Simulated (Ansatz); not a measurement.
Basis-set extrapolation for Cl2F2H2Si2 (`F[SiH](F)[SiH](Cl)Cl`) (PBE0-D4/def2-TZVP geometry, frozen core, the Gaussian-basis code of Ansatz). Multiplicity 1, RHF reference.

```json
{"": "HF", "def2-TZVPP": "-1697.292801", "def2-QZVPP": "-1697.346447"}
{"": "MP2 correlation", "def2-TZVPP": "-1.101671", "def2-QZVPP": "-1.210003"}
{"": "CCSD(T) correlation", "def2-TZVPP": "-1.193275", "def2-QZVPP": "not run"}
```

Energies in hartree. Use E(X) = E(∞) + A·exp(−7.88·√X) for Hartree–Fock and E(X) = E(∞) + B·X^(−2.97) for correlation, with X = 3 and 4, and add CCSD(T) minus MP2 of the smaller set to the MP2 limit.

Problem. What is the CCSD(T) energy at the basis-set limit?

Solution. HF limit: -1697.346447 + (-0.053646) × 0.13774 = -1697.35384. MP2 limit: -1.210003 + (-0.108332) × 0.74074 = -1.29025. Higher-order term: -1.193275 − (-1.101671) = -0.09160. Total: -1698.73569 hartree, 6.79 eV below CCSD(T)/def2-TZVPP.
